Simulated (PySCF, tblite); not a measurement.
Isomers of C5H11O2P. Calculated harmonic vibrations of the isolated species, GFN2-xTB (tblite), most abundant isotopes, no scaling. Against measured fundamentals such values can be off by several per cent, at times by over 20. Modes of hydrogen on phosphorus can be 10 to 20 % off. One conformer each.

Electronic energies: PBE0/pcSseg-1 single points on the GFN2-xTB geometries (PySCF, gas phase).

```tsv
SMILES	electronic energy, lowest = 0 (kcal/mol)
C=C(C)[P@@](=O)(O)CC	0.0
CCP(C)C(=O)OC	16.9
CP1(=O)CCOCC1	7.8
OCP1CCOCC1	37.8
CCC[P@H](=O)C(C)=O	20.6
C=C[P@@](C)(=O)COC	35.6
```

Task: How do GFN2-xTB zero-point energies change the relative energies?

Result: 
```json
{"SMILES": "C=C(C)[P@@](=O)(O)CC", "ZPE (kcal/mol)": "95.6", "of it from modes above 1550 cm⁻¹": "50.9", "electronic (kcal/mol)": "0.0", "with ZPE, lowest = 0 (kcal/mol)": "0.0", "lowest mode (cm⁻¹)": "49", "rings": "0"}
{"SMILES": "CP1(=O)CCOCC1", "ZPE (kcal/mol)": "97.6", "of it from modes above 1550 cm⁻¹": "46.7", "electronic (kcal/mol)": "7.8", "with ZPE, lowest = 0 (kcal/mol)": "9.8", "lowest mode (cm⁻¹)": "112", "rings": "1"}
{"SMILES": "CCP(C)C(=O)OC", "ZPE (kcal/mol)": "95.7", "of it from modes above 1550 cm⁻¹": "49.7", "electronic (kcal/mol)": "16.9", "with ZPE, lowest = 0 (kcal/mol)": "16.9", "lowest mode (cm⁻¹)": "29", "rings": "0"}
{"SMILES": "CCC[P@H](=O)C(C)=O", "ZPE (kcal/mol)": "95.3", "of it from modes above 1550 cm⁻¹": "48.6", "electronic (kcal/mol)": "20.6", "with ZPE, lowest = 0 (kcal/mol)": "20.3", "lowest mode (cm⁻¹)": "31", "rings": "0"}
{"SMILES": "C=C[P@@](C)(=O)COC", "ZPE (kcal/mol)": "94.4", "of it from modes above 1550 cm⁻¹": "49.3", "electronic (kcal/mol)": "35.6", "with ZPE, lowest = 0 (kcal/mol)": "34.4", "lowest mode (cm⁻¹)": "53", "rings": "0"}
{"SMILES": "OCP1CCOCC1", "ZPE (kcal/mol)": "97.7", "of it from modes above 1550 cm⁻¹": "46.8", "electronic (kcal/mol)": "37.8", "with ZPE, lowest = 0 (kcal/mol)": "39.8", "lowest mode (cm⁻¹)": "59", "rings": "1"}
```

The zero-point energies span 3.3 kcal/mol, from `C=C[P@@](C)(=O)COC` to `OCP1CCOCC1`. The order is unchanged.

Task: And how do the electronic energies of GFN2-xTB itself compare?

Result: `C=C(C)[P@@](=O)(O)CC` 0.0; `CP1(=O)CCOCC1` 2.0; `CCP(C)C(=O)OC` 37.4; `CCC[P@H](=O)C(C)=O` 16.7; `C=C[P@@](C)(=O)COC` 37.3; `OCP1CCOCC1` 48.2 kcal/mol, lowest = 0. Against the energies above, taken from the same isomer `C=C(C)[P@@](=O)(O)CC`, the largest difference is 20.5 kcal/mol.

Task: What do entropy and thermal enthalpy add at 298.15 K and 1 bar (rigid rotor, harmonic oscillator, one conformer each)?

Result: 
```csv
SMILES,point group,symmetry number,S (cal/(mol K)),H − H(0) (kcal/mol),ZPE + H − H(0) − TS (kcal/mol)
C=C(C)[P@@](=O)(O)CC,C1,1,102.6,7.60,72.7
CP1(=O)CCOCC1,Cs,1,90.7,6.19,76.7
CCP(C)C(=O)OC,C1,1,107.9,7.82,71.3
CCC[P@H](=O)C(C)=O,C1,1,103.6,7.38,71.8
C=C[P@@](C)(=O)COC,C1,1,103.8,7.64,71.1
OCP1CCOCC1,C1,1,92.6,6.25,76.3
```
